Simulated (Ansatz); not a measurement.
Frontier orbitals of Br3GeH (`[Br][GeH]([Br])[Br]`).

Cartesian coordinates in Å:
```
Br -0.185 2.140 0.618
Ge -0.013 -0.001 -0.160
Br 2.012 -0.860 0.458
Br -1.675 -1.267 0.766
H -0.139 -0.012 -1.683
```

The species carries charge 0 and has multiplicity 1. Correlated methods include outer-core shells of Br, Ge, which these sets cover unevenly. Scalar relativity is left out up to krypton. Geometry: relaxed with PBE0-D4/def2-TZVP. Basis def2-TZVPP, the Gaussian-basis code of Ansatz.

```csv
functional,HOMO (eV),LUMO (eV),gap (eV)
PBE,-7.32,-2.94,4.38
BLYP,-7.13,-2.89,4.24
PBE0,-8.61,-2.06,6.55
r2SCANh,-8.14,-2.44,5.70
ωB97M-V,-10.81,-0.12,10.69
HF,-11.55,1.58,13.13
```

Against PBE, PBE0 changes HOMO and LUMO by −1.30 and +0.88 eV, ωB97M-V by −3.49 and +2.82 eV. A gap of 4.38 eV thus becomes 10.69 eV for the same molecule, so an orbital gap means little without its functional.
